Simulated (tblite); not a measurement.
Species: CH6NOSSi3 (doublet state).
Geometry (GFN2-xTB, Å), atoms numbered from 1 in this order:
```xyz
13
CH6NOSSi3 angstrom
N     -1.352    0.927   -2.554
C     -1.623    0.709   -1.463
Si    -2.042    0.324    0.315
S     -1.456   -1.691    0.723
Si     0.367   -1.976   -0.432
O      1.304   -0.674   -0.280
Si     2.007    0.708    0.216
H     -3.486    0.354    0.473
H     -1.297    1.271    1.137
H      1.039   -3.081    0.234
H      3.432    0.480    0.015
H      1.435    1.764   -0.614
H      1.668    0.884    1.630
```

Level: GFN2-xTB in tblite, geometry and Hessian alike; calculated harmonic values, unscaled, isolated species. Against measured fundamentals such values can be off by several per cent, at times by over 20. Modes of hydrogen on silicon can be 10 to 20 % off. One conformer, not necessarily the lowest. Open shells enter through the occupations alone, without spin polarisation, and single modes of such species can be off by tens of per cent.

Harmonic wavenumbers (cm⁻¹): 30.0, 42.1, 64.7, 69.4, 75.8, 87.1, 120.9, 199.0, 252.8, 324.0, 429.7, 481.1, 491.3, 539.4, 556.5, 561.6, 593.5, 605.8, 627.6, 628.2, 705.8, 737.7, 760.8, 784.4, 813.3, 1090.4, 2240.5, 2286.6, 2294.4, 2297.6, 2309.1, 2349.7, 2352.7.

A = 1357, B = 986.0, C = 760.8 MHz; mass 163.948 u (most abundant isotopes); point group C1, symmetry number 1; spin multiplicity 2.

Problem. Zero-point energy?

Solution. Half the sum of the wavenumbers: 13902 cm⁻¹ = 166.30 kJ/mol.

Problem. Give the ideal-gas entropy at 273.15 K and 1 bar in the rigid-rotor, harmonic-oscillator model (classical rotation).

Solution. Translation 170.63, rotation 125.00, vibration 164.68, spin (R ln 2) 5.76: S = 466.1 J/(mol K).

Problem. And Cp and H(273.15 K) − H(0)?

Solution. Cp = 168.78 J/(mol K), of which vibrations give 135.52 (their classical limit is 33 R = 274.4); H(273.15 K) − H(0) = 30.30 kJ/mol without the zero-point energy, 21.22 from vibrations.

Problem. Blend soft modes into free rotors: weight 1/[1 + (100 cm⁻¹/ν̃)⁴] for the oscillator and the rest for a rotor with moment μB/(μ + B), μ = h/(8π²ν), B = 10⁻⁴⁴ kg m². What vibrational entropy results?

Solution. 141.35 J/(mol K) in place of 164.68, which changes −T·S at 273.15 K by +6.37 kJ/mol.

Problem. What must be added to the electronic energy to get the Gibbs energy at 273.15 K and 1 bar?

Solution. ZPE + [H(273.15 K) − H(0)] − T·S = 166.30 + 30.30 − 127.31 = 69.29 kJ/mol.

Problem. Which modes carry the vibrational entropy at 273.15 K?

Solution. 30.0 cm⁻¹: 23.66; 42.1 cm⁻¹: 20.85; 64.7 cm⁻¹: 17.30; 69.4 cm⁻¹: 16.73; 75.8 cm⁻¹: 16.00; 87.1 cm⁻¹: 14.87 J/(mol K); the other 27 give 55.26 together.

Hindered rotation and anharmonicity are outside this model. Other conformers, if any are populated, would add a mixing term that is left out. The structure is chiral; the term R ln 2 for an equal mix with its mirror image is left out.
